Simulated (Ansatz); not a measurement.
C2Cl3, SMILES ClC(=[C]Cl)Cl (connectivity only; charge and spin as stated), charge +1, multiplicity 1.

Geometry: B3LYP-D3(BJ)/def2-SVP. The spin state was assumed, not searched. The isomer is the one that the SMILES or the coordinates give; other isomers of the formula were not compared.

Two levels are set side by side: PBE/def2-SVPD (Ansatz, an electronic-structure program) and CAM-B3LYP/def2-SVPD (Ansatz). Energy differences of separate SCF runs at the same geometry; the states with an electron removed or added have multiplicity 2 and 2. Differences are taken from unrounded values.

| quantity | CAM-B3LYP | PBE | PBE minus CAM-B3LYP |
|---|---|---|---|
| vertical ionisation energy (eV) | 15.82 | 15.29 | -0.53 |
| vertical electron affinity (eV) | 8.55 | 8.19 | -0.36 |
| vertical singlet–triplet gap (eV) | 0.78 | 0.78 | 0.00 |
